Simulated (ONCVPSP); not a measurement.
ytterbium (Yb), ONCV: configuration errors across variants

| Quantity | Value |
| --- | --- |
| Element | ytterbium |
| Generator | ONCVPSP 4.0.1 |
| Type | optimised norm-conserving Vanderbilt (ONCV) |
| Functional | PBE |
| Relativity | scalar-relativistic |
| Frozen core | [Kr] 4d10 4f13 |
| Valence charge | 11 |
| Reference configuration | 5s2 5p6 5d1 6s1.75 (charge +0.25) |
| Partial waves | 5s+6s: rc 1.70 bohr, ncon 4, nbas 8, qcut 6.1 1/bohr, 2 projectors; 5p: rc 1.70 bohr, ncon 5, nbas 8, qcut 7.1 1/bohr, 2 projectors, debl 1.8 Ha; 5d: rc 3.35 bohr, ncon 3, nbas 8, qcut 5.3 1/bohr, 3 projectors, debl 3.6 Ha |
| Local potential | polynomial inside 1.45 bohr (lpopt 5, dvloc0 -1 Ha) |
| Core correction | Teter function fitted to the true core (icmod 2), fcfact 0.5 |

All-electron excitation energies from the reference (eV): (1) 5s2 5p6 5d1 6s2 -1.304; (2) 5s2 5p6 5d1 6s1 5.952; (3) 5s2 5p6 5d1 6s0 19.058; (4) 5s2 5p5 5d1 6s2 35.059.

A true bound ghost makes a file unfit for plane-wave use even where its test errors are small: the radial tests pick states by their node count and pass the ghost by.

Errors AE − PS in meV (a dash: test not solved or not reliable):

```csv
change,(1),(2),(3),(4),bound ghosts,GHOST(+) flags above zero
base,-1.0,-20,-131,-550,d,"s, d"
"local potential polynomial inside 1.45 bohr (lpopt 5, dvloc0 -2.5 Ha)",-0.3,-9.8,-57,-419,d,s
"local potential polynomial inside 1.45 bohr (lpopt 5, dvloc0 -0.5 Ha)",-1.6,-28,-190,-648,d,"s, d"
"local potential polynomial inside 1.45 bohr (lpopt 5, dvloc0 4 Ha)",+1.5,+15,+112,-99,none,d
"local potential polynomial inside 1.45 bohr (lpopt 5, dvloc0 5.5 Ha)",+0.6,+3.7,+34,-249,none,none
"local potential polynomial inside 1.45 bohr (lpopt 5, dvloc0 6.5 Ha)",+4.2,+53,+335,+335,none,none
"local potential polynomial inside 1.45 bohr (lpopt 5, dvloc0 9.5 Ha)",+1.2,+12,+91,-140,none,none
```

Question: Give the same row for: local potential polynomial inside 1.45 bohr (lpopt 5, dvloc0 1.5 Ha).

Answer: +6.5, +81, +476, –; bound ghosts: d; GHOST(+) flags above zero: s, d.
